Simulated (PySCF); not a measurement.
MoO2FCl, SMILES [O]=[Mo](=[O])([F])[Cl], multiplicity 1. Geometry: PBE-D3(BJ)/def2-SVP. The spin state was assumed, not searched. The structure was generated by enumeration; whether it is a known compound was not checked. The def2 effective core potentials stand for the cores of Mo; spin–orbit coupling is left out.

Calculation: PBE-D3(BJ)/def2-SVP (PySCF).

Harmonic wavenumbers (cm⁻¹): 144, 185, 232, 246, 348, 435, 705, 1005, 1022. Rotational constants (GHz): 3.713, 2.042, 1.893; symmetry number 1.

Q: Work out the zero-point energy and the ideal-gas rigid-rotor harmonic-oscillator thermochemistry at 298.15 K and 1 atm.

A: ZPE = ½ Σ hcν = ½ × 4322 cm⁻¹ = 25.85 kJ/mol. H − E(el) = 43.81 kJ/mol. Entropy in J/(mol K): translation 173.68, rotation 115.09, vibration 46.65, total 335.42. G − E(el) = -56.19 kJ/mol. Cp = 82.84 J/(mol K). Modes under 150 cm⁻¹ make the vibrational entropy uncertain.
